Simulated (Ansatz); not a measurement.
`OC1C[SiH2]1` and `ClC1C[SiH2]1` differ in one atom or group.

Ansatz, PBE0-D4/def2-TZVP geometries, multiplicity 1. Each molecule was computed in one conformer, which needn't be the lowest.

```
                                                                                  property  `OC1C[SiH2]1`
                                                   HOMO–LUMO gap (ωB97M-V/def2-TZVPP) / eV          10.85
                                                       HOMO–LUMO gap (PBE/def2-TZVPP) / eV           5.04
                                                     LUMO energy (ωB97M-V/def2-TZVPP) / eV           1.84
                                                      HOMO–LUMO gap (PBE0/def2-TZVPP) / eV           7.02
                                            zero-point energy (PBE0-D4/def2-TZVP) / kJ/mol          194.8
ideal-gas entropy at 298 K and 1 bar (rigid rotor, harmonic PBE0-D4/def2-TZVP) / J/(mol·K)            299
```

(1) What does the change do to each property? (Best estimate.)

Results:

(1) Ansatz gave: 
```json
{"property": "HOMO–LUMO gap (ωB97M-V/def2-TZVPP) / eV", "`ClC1C[SiH2]1`": "10.63", "shift": "-0.22"}
{"property": "HOMO–LUMO gap (PBE/def2-TZVPP) / eV", "`ClC1C[SiH2]1`": "4.75", "shift": "-0.29"}
{"property": "LUMO energy (ωB97M-V/def2-TZVPP) / eV", "`ClC1C[SiH2]1`": "1.48", "shift": "-0.36"}
{"property": "HOMO–LUMO gap (PBE0/def2-TZVPP) / eV", "`ClC1C[SiH2]1`": "6.77", "shift": "-0.25"}
{"property": "zero-point energy (PBE0-D4/def2-TZVP) / kJ/mol", "`ClC1C[SiH2]1`": "159.6", "shift": "-35.2"}
{"property": "ideal-gas entropy at 298 K and 1 bar (rigid rotor, harmonic PBE0-D4/def2-TZVP) / J/(mol·K)", "`ClC1C[SiH2]1`": "305", "shift": "6"}
```

With PBE0 the HOMO falls by 0.17 eV and the LUMO falls by 0.43 eV, so the gap narrows by about 0.26 eV. PBE moves the HOMO by -0.19 eV and ωB97M-V by -0.14 eV. The zero-point energy changes by -35.2 kJ/mol with -3 modes.
